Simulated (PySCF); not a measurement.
Sn(H)(NH2)3 (H7N3Sn), SMILES [NH2][SnH]([NH2])[NH2]. Geometry: PBE0-D3(BJ)/def2-SVP. The structure was generated by enumeration; whether it is a known compound was not checked. The def2 effective core potentials stand for the cores of Sn; spin–orbit coupling is left out. The values are those of a single conformer.

Question: Give the equilibrium geometry at PBE0-D3(BJ)/def2-SVP (PySCF confirms it by a frequency run) as bond lengths and angles. (An estimate is asked for; the answer gives what the named calculation found.)

Answer: Several could match; the one computed here: 
Atoms: Sn1 N2 N3 N4 H5 H6 H7 H8 H9 H10 H11. Bonds (Å): Sn1–N2 2.041, Sn1–N3 2.034, Sn1–N4 2.041, Sn1–H5 1.719, N2–H6 1.018, N2–H7 1.018, N3–H8 1.018, N3–H9 1.019, N4–H10 1.018, N4–H11 1.019. Angles (°): N2–Sn1–N3 113.5, N2–Sn1–N4 108.6, N2–Sn1–H5 106.6, N3–Sn1–N4 101.2, N3–Sn1–H5 108.2, N4–Sn1–H5 119.0, Sn1–N2–H6 113.5, Sn1–N2–H7 113.9, H6–N2–H7 107.8, Sn1–N3–H8 112.8, Sn1–N3–H9 112.2, H8–N3–H9 107.2, Sn1–N4–H10 114.1, Sn1–N4–H11 112.5, H10–N4–H11 107.6.
